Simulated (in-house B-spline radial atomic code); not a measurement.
Computed with a B-spline radial atomic code. Model: two electrons, singlet ground state, non-relativistic, full CI in B-splines with partial waves to l = 8 (at full coupling up to 3e-4 hartree above the limit, correlation up to 0.6 % small), density held at that of full coupling by Lieb maximisation.

W(λ) is the mean repulsion in the state of coupling λ less the Hartree energy of the fixed density. Its start is exact exchange, its initial slope is twice the second-order Görling-Levy correlation energy, and its area from 0 to 1 is E_xc. A straight curve means weak, dynamic correlation, and a curve that drops fast and flattens means strong correlation.

Command:
```bash
python run_ac.py task.json out
```
Settings (lengths in bohr, energies in hartree):
```
potential              gauss
strength               26.4
lmax                   8
second                 1.21
```

Time taken, with all properties: 8.8 s on 1 thread of Intel(R) Xeon(R) Processor @ 2.30GHz, on a shared host.

**W = mean repulsion less Hartree energy, and W of three functionals.**

Given: confinement Gaussian well; well depth 26.4 hartree; well width 1.21 bohr; external potential -V exp(-r^2/w^2).

Computed: LDA exchange minus exact 255.83 millihartree; SCAN exchange minus exact 7.5757 millihartree.

| coupling | W xc (hartree) | W xc minus exchange (millihartree) | kinetic minus Kohn-Sham (millihartree) | LDA (PW92) W minus its exchange (millihartree) | PBE W minus its exchange (millihartree) | SCAN W minus its exchange (millihartree) |
| --- | --- | --- | --- | --- | --- | --- |
| 0 | -1.7533 | 0 | 0 | 0 | 0 | 0 |
| 0.02 | -1.7552 | -1.953 | 0 | -13.32 | -3.15 | -1.9 |
| 0.05 | -1.7581 | -4.863 | 0.1 | -27.78 | -7.76 | -4.7 |
| 0.12 | -1.7648 | -11.562 | 0.7 | -54.36 | -18.11 | -11.1 |
| 0.25 | -1.7769 | -23.678 | 2.9 | -92.71 | -36.07 | -22.54 |
| 0.4 | -1.7904 | -37.152 | 7.3 | -128.33 | -55.18 | -35.15 |
| 0.6 | -1.8076 | -54.316 | 15.9 | -167.87 | -78.56 | -51.13 |
| 0.8 | -1.8239 | -70.617 | 27.3 | -201.59 | -100.03 | -66.27 |
| 1 | ? | ? | ? | ? | ? | ? |
| 1.4 | -1.8681 | -114.88 | 75.6 | -282.11 | -155.84 | -107.48 |
| 2 | -1.9064 | -153.14 | 140.4 | -344.09 | -202.35 | -143.51 |
| 3 | -1.9596 | -206.33 | 272.4 | -424.02 | -265.86 | -194.7 |
| 4.5 | -2.0212 | -267.92 | 501.1 | -512.1 | -339.5 | -256.18 |
| 7 | ? | ? | ? | ? | ? | ? |
| 10 | -2.1503 | -397 | 1388.8 | -696.23 | -502.07 | -394.61 |

(1) What belongs in the row 1?

(2) What belongs in the row 7?

(3) What is the PBE exchange minus exact?

**Energy parts, natural occupations and partial-wave weights.**

Computed: exchange energy -1.7533 hartree; kinetic part of the DFT correlation energy 0.041195 hartree; initial slope twice GL2 -0.097907 hartree; kinetic part over minus potential part 0.4784; Hartree energy 3.5065 hartree; Kohn-Sham kinetic 7.1754 hartree; Lieb Oxford ratio E_xc over LDA exchange 1.2008.

```csv
natural,occupation of the shell (electrons)
s,1.994
p,?
s,0.00035831
d,0.0002307
p,5.4022e-05
f,3.0286e-05
```

(4) What belongs in the row p?

```
wave      weight
   s      0.9972
   p   0.0026604
   d           ?
   f  1.6847e-05
   g  3.8613e-06
```

(5) What belongs in the row d?

(6) What is the correlation energy?

(7) What is the total energy?

Results:

(1) W xc (hartree): -1.8394; W xc minus exchange (millihartree): -86.111; kinetic minus Kohn-Sham (millihartree): 41.2; LDA (PW92) W minus its exchange (millihartree): -231.27; PBE W minus its exchange (millihartree): -119.91; SCAN W minus its exchange (millihartree): -80.66.

(2) W xc (hartree): -2.093; W xc minus exchange (millihartree): -339.74; kinetic minus Kohn-Sham (millihartree): 907.8; LDA (PW92) W minus its exchange (millihartree): -613.56; PBE W minus its exchange (millihartree): -427.9; SCAN W minus its exchange (millihartree): -331.6.

(3) 73.811 millihartree.

(4) occupation of the shell (electrons): 0.0052631.

(5) weight: 0.00012138.

(6) -0.044916 hartree.

(7) -34.3589 hartree.

Half-way to full coupling W has made 53 % of its drop, against 50 % for a straight line, and second-order (GL2) theory, half the initial slope, overshoots the correlation energy by about 9 %: a moderate bend, as in light atoms. Over couplings 0 to 1 the errors in E_xc come to about +161 millihartree for LDA, +54 millihartree for PBE, +10 millihartree for SCAN, so SCAN is nearest. In LDA and PBE the errors of exchange and correlation have opposite signs, so the sum is smaller than the larger of the two.
